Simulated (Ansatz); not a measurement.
Total energies of the cluster Be3Se3 (the lowest singlet isomer of a short search) from Ansatz at r2SCANh-D4/def2-TZVPD, gas phase (1 Eh = 27.2114 eV = 2625.5 kJ/mol). The reference geometry is relaxed at PBE0-D4/def2-SVP.

```xyz
6

Be   -1.127    0.882   -0.271
Be   -0.215   -1.434    0.141
Be    1.342    0.552    0.131
Se   -2.142   -0.881   -0.209
Se    1.799   -1.408    0.432
Se    0.343    2.289   -0.224
```

```json
{"state": "charge 0 singlet", "geometry": "reference", "energy (Eh)": "-7249.10944"}
{"state": "charge -1 doublet", "geometry": "reference", "energy (Eh)": "-7249.16156"}
{"state": "free Be atom (singlet)", "geometry": "–", "energy (Eh)": "-14.64863"}
{"state": "free Se atom (triplet)", "geometry": "–", "energy (Eh)": "-2401.47422"}
```

Question: Work out the vertical electron affinity, to the doublet.

Answer: E(charge 0 singlet) − E(charge -1 doublet) = -7249.10944 − (-7249.16156) = 0.05212 Eh = 1.42 eV.

Question: What is the binding energy per atom against free atoms?

Answer: Atoms: 3 × (-14.64863) + 3 × (-2401.47422) = -7248.36855 Eh. Binding: -7248.36855 − (-7249.10944) = 0.74089 Eh = 20.16 eV, or 3.36 eV for each of 6 atoms (no zero-point energy, no counterpoise term).

At r2SCANh-D4/def2-TZVPD the highest occupied level of the charge -1 doublet lies above zero (up to 0.25 eV). By energy differences its removal costs 1.42 eV (vertical, to the charge 0 singlet, at r2SCANh-D4/def2-TZVPD); a positive level beside a positive removal energy at the same level points to self-interaction error. 

The structure comes from a short search, and lower isomers may exist.
